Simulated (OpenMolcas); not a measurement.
Computed levels of 5d6 in ions with 74 electrons, in cm-1 above 5D4.

```yaml
Program: OpenMolcas 26.06
Method: SS-CASPT2, IPEA 0.25 Eh, imaginary shift 0.1 Eh
Basis: ANO-RCC-VTZP
Scalar_Hamiltonian: DKH2, point nucleus
Spin-orbit_coupling: RASSI with atomic mean-field integrals over the reference wave functions, term energies averaged over their components
```

Active space for each ion: 6 electrons in 5 orbitals (5d); closed shells correlated by CASPT2: 5s 5p.

```tsv
Level	Ir3+	Au5+
5D3	6080	9990
5D1	9050	13830
5D0	9290	13410
3G5	19610	25010
3H6	20100	25630
3F2(1)	23900	30810
1S0(1)	27130	36460
3D1	28660	37710
3D2	29720	38910
```

**Question.** Estimate 5D0, 3G5, 3H6 for Pt4+ from its neighbours Ir3+ and Au5+.

**Answer.** 5D0 is fine structure, which grows about as the fourth power of a screened charge, so the fourth roots are averaged: ((9290^0.25 + 13410^0.25) / 2)^4 = 11209. The calculation gives 11220, so the estimate is off by -0.1 %.
3G5 is another term, which grows about linearly with the charge: (19610 + 25010) / 2 = 22310. The calculation gives 22160, so the estimate is off by +0.7 %.
3H6 is another term, which grows about linearly with the charge: (20100 + 25630) / 2 = 22865. The calculation gives 22720, so the estimate is off by +0.6 %.

Mixed levels, with the weight of the term that names them: Ir3+ 3G5 (51 %), Ir3+ 3F2(1) (72 %), Ir3+ 1S0(1) (60 %), Ir3+ 3D1 (73 %), Ir3+ 3D2 (67 %), Pt4+ 5D0 (73 %), Pt4+ 3G5 (52 %), Pt4+ 3F2(1) (67 %), Pt4+ 1S0(1) (59 %), Pt4+ 3D1 (73 %), Pt4+ 3D2 (64 %), Au5+ 5D4 (75 %), Au5+ 5D0 (67 %), Au5+ 3G5 (53 %), Au5+ 3F2(1) (59 %), Au5+ 1S0(1) (58 %), Au5+ 3D1 (71 %), Au5+ 3D2 (61 %).

CASPT2 does not keep the components of a term degenerate, so their means are used; among the terms shown or strongly mixed into the levels shown the widest spread is 150 cm-1 (5d6 1I, Au5+). Terms from blocks run as CI alone lack orbitals of their own. Only configurations of the active space appear.

A number in round brackets counts repeated terms of one configuration in the order of the reference energies.
